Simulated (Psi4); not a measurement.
CH₃O₂ (SMILES OC=[OH+]), charge +1, singlet, geometry from GFN2-xTB; HF/def2-SV(P) (Psi4).

Here is a job for Psi4.
```
memory 2 GB

molecule mol {
1 1
  O    -1.054347   -0.407455   -0.125618
  C    -0.104443    0.404061   -0.046834
  O     1.111948    0.184612    0.151448
  H    -0.915581   -1.376923   -0.029918
  H    -0.378179    1.463063   -0.169580
  H     1.459610   -0.727763    0.273866
}

set basis def2-sv(p)
set reference rhf

energy('scf')
print_variables()
```

Question: Predict the main parts of the log of this Psi4 run.

Answer: 
```
   => Loading Basis Set <=

    Name: DEF2-SV(P)
    Role: ORBITAL
    Keyword: BASIS

         ---------------------------------------------------------
                                   SCF
               by Justin Turney, Rob Parrish, Andy Simmonett
                          and Daniel G. A. Smith
                              RHF Reference
         ---------------------------------------------------------

  ==> Geometry <==

    Molecular point group: c1
    Full point group: C1

    Geometry (in Angstrom), charge = 1, multiplicity = 1:

       Center              X                  Y                   Z               Mass
    ------------   -----------------  -----------------  -----------------  -----------------
         O           -1.050840649112    -0.421019958468    -0.124045904092    15.994914619570
         C           -0.100936649112     0.390496041532    -0.045261904092    12.000000000000
         O            1.115454350888     0.171047041532     0.153020095908    15.994914619570
         H           -0.912074649112    -1.390487958468    -0.028345904092     1.007825032230
         H           -0.374672649112     1.449498041532    -0.168007904092     1.007825032230
         H            1.463116350888    -0.741327958468     0.275438095908     1.007825032230

  Running in c1 symmetry.

  Rotational constants: A =      2.31630  B =      0.38269  C =      0.32843 [cm^-1]
  Rotational constants: A =  69441.05757  B =  11472.89618  C =   9846.13910 [MHz]
  Nuclear repulsion =   78.417324267981940

  Charge       = 1
  Multiplicity = 1
  Electrons    = 24
  Nalpha       = 12
  Nbeta        = 12

  ==> Algorithm <==

  SCF Algorithm Type is DF.
  DIIS enabled.
  MOM disabled.
  Fractional occupation disabled.
  Guess Type is SAD.
  Energy threshold   = 1.00e-06
  Density threshold  = 1.00e-06
  Integral threshold = 1.00e-12

  ==> Primary Basis <==

  Basis Set: DEF2-SV(P)
    Blend: DEF2-SV(P)
    Number of shells: 24
    Number of basis functions: 48
    Number of Cartesian functions: 51
    Spherical Harmonics?: true
    Max angular momentum: 2

   => Loading Basis Set <=

    Name: (DEF2-SV(P) AUX)
    Role: JKFIT
    Keyword: DF_BASIS_SCF

  ==> Integral Setup <==

  SCF_SUBTYPE=INCORE selected. In-core MEM_DF algorithm will be used.
  Using in-core AOs.

  ==> MemDFJK: Density-Fitted J/K Matrices <==

    J tasked:                   Yes
    K tasked:                   Yes
    wK tasked:                   No
[...]

                           Total Energy        Delta E     RMS |[F,P]|

   @DF-RHF iter SAD:  -188.78129370168256   -1.88781e+02   0.00000e+00
   @DF-RHF iter   1:  -188.80780817609056   -2.65145e-02   8.52713e-03 ADIIS/DIIS
   @DF-RHF iter   2:  -188.87451766909294   -6.67095e-02   3.94842e-03 ADIIS/DIIS
   @DF-RHF iter   3:  -188.88789282082320   -1.33752e-02   9.27942e-04 ADIIS/DIIS
   @DF-RHF iter   4:  -188.88894511453194   -1.05229e-03   1.63947e-04 ADIIS/DIIS
   @DF-RHF iter   5:  -188.88900019988051   -5.50853e-05   4.68006e-05 DIIS
   @DF-RHF iter   6:  -188.88900610894808   -5.90907e-06   1.69169e-05 DIIS
   @DF-RHF iter   7:  -188.88900679928835   -6.90340e-07   3.96126e-06 DIIS
   @DF-RHF iter   8:  -188.88900683911584   -3.98275e-08   4.30149e-07 DIIS
  Energy and wave function converged.

  ==> Post-Iterations <==

    Orbital Energies [Eh]
    ---------------------

    Doubly Occupied:

[...]
    Virtual:

[...]
    Final Occupation by Irrep:
              A
    DOCC [    12 ]
    NA   [    12 ]
    NB   [    12 ]

  @DF-RHF Final Energy:  -188.88900683911584

   => Energetics <=

    Nuclear Repulsion Energy =             78.4173242679819396
    One-Electron Energy =                -406.7158380607671688
    Two-Electron Energy =                 139.4095069536693927
    Total Energy =                       -188.8890068391158366

Computation Completed

Properties will be evaluated at   0.000000,   0.000000,   0.000000 [a0]

Properties computed using the SCF density matrix

 Multipole Moments:

 ------------------------------------------------------------------------------------
     Multipole            Electronic (a.u.)      Nuclear  (a.u.)        Total (a.u.)
 ------------------------------------------------------------------------------------

 L = 1.  Multiply by 2.5417464519 to convert [e a0] to [Debye]
 Dipole X            :          0.0556777            0.1656511            0.2213288
 Dipole Y            :         -0.2153905           -0.6408533           -0.8562438
 Dipole Z            :          0.0249647            0.0742783            0.0992431
 Magnitude           :                                                    0.8899377

 ------------------------------------------------------------------------------------

  Variable Map:
  ----------------------------------------------------------------------------
[...]
  Array Variable Map:
  ----------------------------------------------------------------------------
[...]
[...]
```
